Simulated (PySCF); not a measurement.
## Relaxation of singlet CdCl₂

These are results of BP86/[Cd def2-TZVP with ECP28, Cl def2-TZVP], scalar-relativistic core potentials, density fitting, no spin–orbit coupling, PySCF, not measurements. A (50,194) grid was used.

A hand-made bent start, of C2v symmetry, held to at least that symmetry:

```xyz
3
charge 0 multiplicity 1, angstrom
Cd    0.0000    0.0000   -0.5128
Cl    1.9250    0.0000    0.8351
Cl   -1.9250    0.0000    0.8351
```

(1) What forces act on the atoms at the start (eV/Å)?

(2) What does it relax to?

(3) How much energy is released, and in how many steps?

Answers

(1) 
```json
{"atom": "Cd1", "Fx": "0.00", "Fy": "0.00", "Fz": "1.06"}
{"atom": "Cl2", "Fx": "0.29", "Fy": "0.00", "Fz": "-0.53"}
{"atom": "Cl3", "Fx": "-0.29", "Fy": "0.00", "Fz": "-0.53"}
```

(2) It ends at D∞h with Cd–Cl 2.279 Å (×2); Cl–Cd–Cl 180.0°. A frequency run shows a minimum.

(3) 95.5 kJ/mol in 8 steps.

The relaxation took roughly 110 core-seconds on a shared host.
